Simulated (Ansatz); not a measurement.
Start from `BCBCC` and change one atom or group to get `CCBO[SiH3]`.

Ansatz, PBE0-D4/def2-TZVP geometries, multiplicity 1. Each molecule was computed in one conformer, which needn't be the lowest.

```csv
property,`BCBCC`
HOMO energy (PBE/def2-TZVPP) / eV,-7.15
size of the dipole moment (PBE/def2-TZVPP) / D,1.18
HOMO–LUMO gap (PBE/def2-TZVPP) / eV,4.54
size of the dipole moment (B3LYP/def2-TZVPP) / D,1.06
HOMO–LUMO gap (PBE0/def2-TZVPP) / eV,6.86
LUMO energy (ωB97M-V/def2-TZVPP) / eV,0.29
```

**Question.** Give the same properties after the change, and the shifts. (An estimate is asked.)

**Answer.** Computed: 
```json
{"property": "HOMO energy (PBE/def2-TZVPP) / eV", "`CCBO[SiH3]`": "-6.66", "shift": "0.49"}
{"property": "size of the dipole moment (PBE/def2-TZVPP) / D", "`CCBO[SiH3]`": "0.26", "shift": "-0.92"}
{"property": "HOMO–LUMO gap (PBE/def2-TZVPP) / eV", "`CCBO[SiH3]`": "5.47", "shift": "0.93"}
{"property": "size of the dipole moment (B3LYP/def2-TZVPP) / D", "`CCBO[SiH3]`": "0.28", "shift": "-0.78"}
{"property": "HOMO–LUMO gap (PBE0/def2-TZVPP) / eV", "`CCBO[SiH3]`": "7.90", "shift": "1.04"}
{"property": "LUMO energy (ωB97M-V/def2-TZVPP) / eV", "`CCBO[SiH3]`": "1.68", "shift": "1.39"}
```

With PBE0 the HOMO rises by 0.41 eV and the LUMO rises by 1.45 eV, so the gap widens by about 1.04 eV. PBE moves the HOMO by 0.49 eV and ωB97M-V by 0.37 eV. Dipoles are sizes alone; their direction can turn.

B3LYP here is the variant with VWN-RPA as its local correlation; programs differ in this.
